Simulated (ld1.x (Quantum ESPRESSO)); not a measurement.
Configuration tests for O (Z = 8) (TM)

```
Element                 : oxygen (O)
Generator               : ld1.x (Quantum ESPRESSO) 7.5
Type                    : norm-conserving Troullier–Martins (Kleinman–Bylander form)
Functional              : LDA (PZ)
Relativity              : scalar-relativistic
Frozen core             : [He]
Valence charge          : 6
Reference configuration : 2s2 2p4
Partial waves           : 2p (bound): rc 1.10 bohr; 3d channel at 0.25 Ry: rc 1.15 bohr; 2s (bound): rc 0.60 bohr
Local potential         : the s channel
Core correction         : Bessel-smoothed model core inside 0.30 bohr
```

Energies are relative to the spin-unpolarised reference configuration 2s2 2p4; without spin polarisation the order of configurations can differ from experiment. Spin-polarised rows fill each open shell by Hund’s rule, majority spin first. The frozen-core shift is the all-electron ΔE with the core orbitals held at their reference shape minus the fully relaxed ΔE.

Task: Give the all-electron excitation energy and the error of the potential for: 2s2 2p3; 2s2 2p2; 2s2 2p1; 2s2 2p4.3; 2s2 2p3.5; 2s0 2p6; 2s1 2p5; 2s2 2p4 (spin-polarised); 2s2 2p3 (spin-polarised).

Result:

```
   valence configuration  charge  ΔE all-electron (eV)  error AE − PS (meV)  frozen-core shift (meV)
                 2s2 2p3      +1                16.584                 +2.4                     +0.1
                 2s2 2p2      +2                50.292                  +37                     +1.3
                 2s2 2p1      +3               104.255                 +191                     +7.3
               2s2 2p4.3    -0.3                -2.174                 +0.2                      0.0
               2s2 2p3.5    +0.5                 6.366                  0.0                      0.0
                 2s0 2p6       0                29.228                  +57                     +2.0
                 2s1 2p5       0                14.584                  +14                     +0.5
2s2 2p4 (spin-polarised)       0                -1.409                  +25                     +1.5
2s2 2p3 (spin-polarised)      +1                12.572                  +78                     +5.1
```

Levels in the configuration 2s2 2p4 (spin-polarised):

```tsv
level	all-electron (eV)	pseudo (eV)
2s up	-24.897	-24.935
2p up	-10.304	-10.324
2s down	-21.937	-21.884
2p down	-7.479	-7.449
```
